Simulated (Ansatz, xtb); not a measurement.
**Two isomers of C3H10SSeSi**

We compare I, `CCS[Si@H](C)[SeH]`, a singlet, with II, `CC[Si@H](S)[Se]C`, a singlet. Both are isolated molecules in the gas phase, relaxed with PBE-D3(BJ)/def2-SVP, each in the lowest conformer that the search found.

Quicker runs give these differences E(II) − E(I): GFN2-xTB 0.0 kcal/mol; HF/STO-3G +3.2 kcal/mol (at GFN2-xTB geometries); r2SCAN-D4/def2-SVP +5.2 kcal/mol (at GFN2-xTB geometries).

Question: Estimate E(II) − E(I) at the level CCSD(T)/def2-SVP + ΔMP2/def2-TZVPP.

Answer: Calculated at CCSD(T)/def2-SVP + ΔMP2/def2-TZVPP: E(II) − E(I) = +2.4 kcal/mol, so structure I lies lower.

How the difference moves with the method:

| level | geometry | E(II) − E(I) (kcal/mol) | departure from the last row (kcal/mol) | job, with rough time for the two |
| --- | --- | --- | --- | --- |
| GFN2-xTB | GFN2-xTB | 0.0 | −2.3 | optimisation, 0.34 s |
| HF/STO-3G | GFN2-xTB | +3.2 | +0.8 | single point, 0.56 s |
| r2SCAN-D4/def2-SVP | GFN2-xTB | +5.2 | +2.8 | single point, 5.2 s |
| PBE-D3(BJ)/def2-SVP | PBE-D3(BJ)/def2-SVP | +3.4 | +1.0 | optimisation, 57 s |
| HF/def2-SVP | PBE-D3(BJ)/def2-SVP | +3.4 | +1.0 | part of the CCSD(T) run |
| MP2/def2-SVP | PBE-D3(BJ)/def2-SVP | +4.0 | +1.6 | part of the CCSD(T) run |
| CCSD(T)/def2-SVP | PBE-D3(BJ)/def2-SVP | +4.0 | +1.6 | single point |
| CCSD(T)/def2-SVP + ΔMP2/def2-TZVPP | PBE-D3(BJ)/def2-SVP | +2.4 |  | single point, 2.1 min |

As drawn, II has 1 C–Se, 1 S–H in place of 1 C–S, 1 Se–H.

GFN2-xTB finds them nearly level. The largest departure from CCSD(T)/def2-SVP + ΔMP2/def2-TZVPP is that of r2SCAN-D4/def2-SVP, 2.8 kcal/mol. The last row adds to CCSD(T) the change of the MP2 difference between the two basis sets, here −1.6 kcal/mol.

With thermal terms from frequencies at re-optimised GFN2-xTB minima (ideal gas, soft modes damped towards free rotors, one conformer each, 298.15 K, 1 atm): the zero-point term adds +0.4 kcal/mol; ΔH is +2.7 and ΔG +3.2 kcal/mol.

The correlated steps freeze 22 core orbitals; the filled d shell of Se is correlated, in a basis made for valence electrons. Codes used: Ansatz 0.2.0, xtb 6.7.1; the last row on 4 threads of Arm Neoverse V1 on a shared host.
